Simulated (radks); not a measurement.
Problem. Neutral bismuth, [Hg] 6p3. Calculated with a radial shooting solver on a logarithmic mesh with Libxc functionals: non-relativistic Kohn-Sham, exchange-only B88, spin-polarised, spherical densities, point nucleus. Every spin shell is full or empty, so the densities are truly spherical. Functionals are evaluated on that one density, not self-consistently. Rank these orbital-free kinetic functionals by their error against the exact value of the orbitals, and give that value: Thomas-Fermi, von Weizsacker, TF + vW, TF + vW/9, TF + vW/5, LC94, APBEK, revAPBEK, Perdew 92, Thakkar, Pearson, LKT, PG1, DePristo-Kress, Ernzerhof.

Solution. Exact: 20095.7 hartree. From best to worst, with 100 (|E| - |E exact|)/|E exact| (equal figures are ties): LC94 +0.03, APBEK +0.05, revAPBEK +0.19, DePristo-Kress -0.19, Ernzerhof -0.46, Perdew 92 -0.66, TF + vW/9 -0.67, Thakkar -0.78, Pearson -0.82, TF + vW/5 +2.44, Thomas-Fermi -4.55, PG1 +12.23, LKT +15.70, TF + vW +30.41, von Weizsacker -65.04.
